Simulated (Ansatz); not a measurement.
Isolated molecules relaxed with PBE0-D4/def2-TZVP in Ansatz; ΔE leaves out vibrations. CCSD(T)/CBS is the MP2 limit (def2-TZVPP, def2-QZVPP) plus CCSD(T) − MP2 in def2-TZVPP, frozen cores. Functionals use def2-TZVPP. B3LYP here is the variant with VWN-RPA as its local correlation; programs differ in this. For Ti outer-core shells are correlated without core-valence functions, which leaves a few kJ/mol of doubt a bond. Scalar relativity is left out up to krypton. One conformer a species, not always the lowest.

`C[Si](C)(C)[O][Ti]([F])([F])[F]` + `BNCC` → `BN(CC)[Si](C)(C)C` + `[OH][Ti]([F])([F])[F]`  (ligand exchange at the Si–O bond)

Is it downhill or uphill in electronic energy at CCSD(T)/CBS, and by how much? (Estimate.)

The calculation gave: Uphill: ΔE = +22.9 kcal/mol.

What do these levels give: BLYP-D4, BHLYP-D4, ωB97X-V, B3LYP, MP2/def2-QZVPP, HF/CBS(def2)? (Estimate.)

The calculation gave: BLYP-D4 23.0, BHLYP-D4 24.9, ωB97X-V 22.6, B3LYP 27.5, MP2/def2-QZVPP 22.4, HF/CBS(def2) 29.9 kcal/mol.

Largest T1 diagnostic among the species: 0.023, so the coupled-cluster value is less sure than usual.

Leaving LDA and LC-ωPBE aside and taking each functional with its dispersion term where it has one, the values, not all of them listed here, spread over 5.5 kcal/mol, from revPBE-D4 to B2PLYP. LDA lies −3.4 kcal/mol from PBE without D4. At CCSD(T), def2-SVP lies +2.2 kcal/mol from the extrapolated value and def2-TZVPP +0.3 kcal/mol. The D4 term adds −3.7 kcal/mol with B3LYP and −2.1 kcal/mol with PBE0; it sums over pairs of atoms, weighted by their polarisabilities, and B3LYP, whose exchange is more repulsive, gets the larger term.
